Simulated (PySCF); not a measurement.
2-butanone (C4H8O), SMILES CCC(C)=O.

Geometry: PBE0-D3(BJ)/def2-SVP. One conformer was computed; it need not be the lowest.

Level of theory: PySCF with TDA-LC-ωPBE/def2-SVPD.

Vertical excitations. Gas-phase values at a fixed geometry.

Computed excitation energies, oscillator strengths and character:
```json
[
 {"state": "S1", "energy (eV)": "4.46", "λ (nm)": "278", "f": "0.000", "main pairs": "HOMO→LUMO 82 %"},
 {"state": "S2", "energy (eV)": "7.77", "λ (nm)": "160", "f": "0.031", "main pairs": "HOMO→LUMO+1 67 %, HOMO→LUMO+4 15 %"},
 {"state": "S3", "energy (eV)": "8.66", "λ (nm)": "143", "f": "0.002", "main pairs": "HOMO−1→LUMO 56 %, HOMO−2→LUMO 16 %"},
 {"state": "S4", "energy (eV)": "8.87", "λ (nm)": "140", "f": "0.011", "main pairs": "HOMO→LUMO+2 61 %, HOMO→LUMO+3 9 %"},
 {"state": "S5", "energy (eV)": "8.93", "λ (nm)": "139", "f": "0.062", "main pairs": "HOMO→LUMO+3 48 %, HOMO−3→LUMO 14 %"},
 {"state": "S6", "energy (eV)": "8.98", "λ (nm)": "138", "f": "0.011", "main pairs": "HOMO−3→LUMO 31 %, HOMO→LUMO+4 17 %, HOMO−6→LUMO 9 %, HOMO−2→LUMO 8 %"},
 {"state": "S7", "energy (eV)": "9.05", "λ (nm)": "137", "f": "0.015", "main pairs": "HOMO→LUMO+4 56 %"},
 {"state": "S8", "energy (eV)": "9.51", "λ (nm)": "130", "f": "0.140", "main pairs": "HOMO−2→LUMO 37 %, HOMO−1→LUMO 16 %, HOMO→LUMO+6 8 %, HOMO→LUMO+5 8 %"},
 {"state": "S9", "energy (eV)": "9.73", "λ (nm)": "127", "f": "0.019", "main pairs": "HOMO→LUMO+6 26 %, HOMO→LUMO+8 21 %, HOMO→LUMO+7 14 %, HOMO→LUMO+9 6 %"},
 {"state": "S10", "energy (eV)": "9.87", "λ (nm)": "126", "f": "0.054", "main pairs": "HOMO→LUMO+5 38 %, HOMO→LUMO+7 34 %, HOMO→LUMO+3 7 %, HOMO−4→LUMO 6 %"},
 {"state": "T1", "energy (eV)": "3.81", "λ (nm)": "325", "f": "0", "main pairs": "HOMO→LUMO 81 %"},
 {"state": "T2", "energy (eV)": "6.01", "λ (nm)": "206", "f": "0", "main pairs": "HOMO−2→LUMO 35 %, HOMO−1→LUMO 32 %, HOMO−7→LUMO 7 %"},
 {"state": "T3", "energy (eV)": "7.60", "λ (nm)": "163", "f": "0", "main pairs": "HOMO→LUMO+1 64 %, HOMO→LUMO+4 17 %"},
 {"state": "T4", "energy (eV)": "8.14", "λ (nm)": "152", "f": "0", "main pairs": "HOMO−3→LUMO 34 %, HOMO−6→LUMO 27 %, HOMO−4→LUMO 10 %, HOMO−8→LUMO 6 %"}
]
```
Triplets are in the Tamm–Dancoff approximation.
